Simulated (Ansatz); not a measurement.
Isolated molecules relaxed with PBE0-D4/def2-TZVP in Ansatz; ΔE leaves out vibrations. CCSD(T)/CBS adds triple-zeta CCSD(T) − MP2 to the extrapolated MP2 energy (def2 sets, frozen cores). This one scheme is used for every species. DFT in def2-TZVPP. B3LYP here is the variant with VWN-RPA as its local correlation; programs differ in this. HSE06 is defined as in plane-wave codes. def2 core potentials past Kr. For Sn outer-core shells are correlated without core-valence functions, which leaves a few kJ/mol of doubt a bond.

`C#[C][SnH2][F]` + acetylene → `C#[C][SnH2][C]#C` + H–F  (formal exchange of groups at the Sn–F bond)

| level | ΔE (kJ/mol) | difference from CCSD(T)/CBS |
| --- | --- | --- |
| LDA (SPW92) | 38.0 | 3.5 |
| PBE-D4 | 43.2 | 8.7 |
| B97M-V | 54.8 | 20.3 |
| B3LYP-D4 | 48.0 | 13.5 |
| r2SCAN0-D4 | 41.4 | 6.9 |
| ωB97M-V | 43.1 | 8.6 |
| B2PLYP | 44.6 | 10.1 |
| PBE0 | 40.5 | 6.0 |
| r2SCAN0 | 42.8 | 8.3 |
| HSE06 | 40.0 | 5.5 |
| MP2/def2-SVP | 42.1 | 7.6 |
| CCSD(T)/def2-SVP | 43.0 | 8.5 |
| HF/def2-TZVPP | 50.8 | 16.3 |
| SCS-MP2/def2-TZVPP | 29.3 | -5.2 |
| CCSD(T)/def2-TZVPP | 27.2 | -7.3 |
| MP2/def2-QZVPP | 26.9 | -7.6 |
| CCSD(T)/CBS | 34.5 | 0 |

Largest T1 diagnostic among the species: 0.014.

Leaving LDA and LC-ωPBE aside and taking each functional with its dispersion term where it has one, the values, not all of them listed here, spread over 23.9 kJ/mol, from PBE-QIDH to B97M-V. LDA lies −9.1 kJ/mol from PBE without D4. From PBE to PBE0 (25 % exact exchange), in def2-TZVPP and without D4, ΔE moves by −6.6 kJ/mol.
